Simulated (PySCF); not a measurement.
Deuteron quadrupole couplings in `CC1=C[C@@H]2C=C[C@H]1C=C2C`

Species: C10H12.
Z-matrix (Å and degrees, PBE0-D3(BJ)/def2-SVP geometry), rows numbered from 1:
```
C 
C   1  1.4875
C   2  1.3343  1  128.09
C   3  1.5287  2  113.44  1  -179.90
C   4  1.5288  3  106.18  2    55.78
C   5  1.3316  4  112.80  3   -55.58
C   6  1.5286  5  112.73  4    -0.55
C   7  1.5287  2  105.94  1  -123.73
C   8  1.3343  7  113.49  2   -56.70
C   9  1.4876  4  120.10  3  -123.62
H   1  1.1037  2  111.04  3   120.99
H   1  1.1038  2  111.01  3  -120.61
H   1  1.0993  2  111.68  3     0.17
H   3  1.0914  2  125.13  1    -0.15
H   4  1.0973  3  112.87  2  -179.95
H   5  1.0912  4  121.57  3   124.12
H   6  1.0912  5  125.67  4   179.79
H   7  1.0973  2  112.23  1    -0.13
H   8  1.0914  7  121.40  2   123.46
H  10  1.1038  9  111.01  4    59.08
H  10  1.1037  9  111.04  4   -59.31
H  10  1.0993  9  111.67  4   179.87
```

Level: PBE0/pcSseg-1 (PySCF, non-relativistic); Q(2H) = 0.00286 b; rigid geometry, the same for H and D, with no vibrational averaging.

Question: Rank these positions by the coupling χzz of a deuteron there, largest first.
A. H20 (methyl hydrogen)
B. H16 (vinylic hydrogen)
C. H18 (methine hydrogen)

Answer: B (210 kHz), C (197 kHz), A (193 kHz).

Give the electric field gradient Vzz (the principal value of largest size), its asymmetry and the 2H coupling at each hydrogen.

| atom | bonded to | bond length (Å) | Vzz (au) | η | χzz (kHz) |
| --- | --- | --- | --- | --- | --- |
| H11 | C1 | 1.104 | 0.2870 | 0.02 | 193 |
| H12 | C1 | 1.104 | 0.2868 | 0.02 | 193 |
| H13 | C1 | 1.099 | 0.2942 | 0.03 | 198 |
| H14 | C3 | 1.091 | 0.3129 | 0.08 | 210 |
| H15 | C4 | 1.097 | 0.2934 | 0.00 | 197 |
| H16 | C5 | 1.091 | 0.3127 | 0.06 | 210 |
| H17 | C6 | 1.091 | 0.3127 | 0.06 | 210 |
| H18 | C7 | 1.097 | 0.2934 | 0.00 | 197 |
| H19 | C8 | 1.091 | 0.3130 | 0.08 | 210 |
| H20 | C10 | 1.104 | 0.2869 | 0.02 | 193 |
| H21 | C10 | 1.104 | 0.2869 | 0.02 | 193 |
| H22 | C10 | 1.099 | 0.2942 | 0.03 | 198 |

A static deuteron (I = 1) shows a doublet split by (3/2)χ, (3/4)χ(1 + η) and (3/4)χ(1 − η) with the field along z, y and x of the gradient. What are these for H11?

With |χ| = 192.9 kHz and η = 0.025: 289, 148 and 141 kHz, to first order and without motion.

Geometry: PBE0-D3(BJ)/def2-SVP; no solvent, vibrations or thermal averaging. With so small a basis the couplings can be 20 % off.
